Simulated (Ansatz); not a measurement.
```yaml
crystal:
  periodic: [true, true, true]
  atoms:
    - {symbol: C, position_ang: [-0.014310, -1.473202, 1.418548]}
    - {symbol: Si, position_ang: [0.522619, -0.961824, -0.301057]}
    - {symbol: O, position_ang: [2.175610, -0.951485, -0.461595]}
    - {symbol: Al, position_ang: [-0.203211, 1.329639, -0.890547]}
    - {symbol: O, position_ang: [-1.679197, 2.128927, -0.435749]}
    - {symbol: Al, position_ang: [-1.087979, 3.475715, -1.355371]}
    - {symbol: H, position_ang: [0.306972, -2.494494, 1.643393]}
    - {symbol: H, position_ang: [0.398073, -0.808479, 2.180632]}
    - {symbol: H, position_ang: [-1.105025, -1.440244, 1.493727]}
    - {symbol: H, position_ang: [-0.071060, -1.946484, -1.263215]}
    - {symbol: H, position_ang: [2.630134, -1.793860, -0.408108]}
    - {symbol: H, position_ang: [-1.795528, 4.880691, -1.586860]}
basis:
  gaussian: {orbitals: aug-pcseg-2}
hamiltonian: {xc: {name: r2SCAN50}, pseudopotentials: {relativity: none}}
scf: {lower_state_search: off}
```

```sh
$ ansatz run in.yaml --threads 4 --pin off --events-out ev --progress --plain --max-ram 10444MiB
```

It prints (some lines left out):

```
Error: YAML parse error: error: line 2 column 3: crystal: missing field `lattice` (a structure is typed as `lattice` and `atoms`, a molecule's as `atoms` in Å alone, or read from a run's directory, `checkpoint`)
 --> <input>:2:3
1 | crystal:
2 |   periodic: [true, true, true]
3 |   atoms:
4 |     - {symbol: C, position_ang: [-0.014310, -1.473202, 1.418548]}
```

What is wrong with this run?

The molecule is marked periodic without a cell. The program refused the input.
